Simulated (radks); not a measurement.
Results of a calculation; reference values are marked as such.
Problem. Ionisation of the iron ion Fe15+, [Ne] 3s1, to Fe16+, [Ne], under several functionals. Scalar-relativistic Kohn-Sham, spin-polarised, spherical densities, finite nucleus; open shells are filled with parallel spins first; a radial shooting solver on a logarithmic mesh with Libxc functionals. The NIST Atomic Spectra Database gives 489.31 eV (semi-empirical). Rank these functionals by the error of their Delta-SCF ionisation energy: HCTH/407; revPBE; r2SCAN; LDA (Slater exchange, VWN5 correlation); RPBE; LDA (Slater exchange, Perdew-Wang correlation).

Solution. From best to worst: r2SCAN 489.06 eV (-0.2); HCTH/407 489.78 eV (+0.5); LDA (Slater exchange, Perdew-Wang correlation) 490.63 eV (+1.3); LDA (Slater exchange, VWN5 correlation) 490.64 eV (+1.3); revPBE 491.00 eV (+1.7); RPBE 491.12 eV (+1.8).
